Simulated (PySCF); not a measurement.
Input for PySCF:
```python
from pyscf import gto, scf, dft

mol = gto.M(
    atom='''
N     0.006696    0.124713    0.034303
H    -0.852150   -0.390821   -0.124342
H     0.805275   -0.482171   -0.115779
''',
    basis='pcseg-1',
    charge=0,
    spin=1,
    verbose=4,
    symmetry=True,
)

mf = dft.UKS(mol)
mf.xc = 'camb3lyp'
mf.kernel()
mf.analyze()
```

Q: What does this run give for the HOMO energy, total energy, <S^2>, number of basis functions?

A: 
| Item | Result |
|---|---|
| HOMO energy | -9.64 eV |
| total energy | -55.8376 Eh |
| <S^2> | 0.753 |
| number of basis functions | 24 |

These values belong to the state on which the SCF converged, which isn't shown to be the lowest.
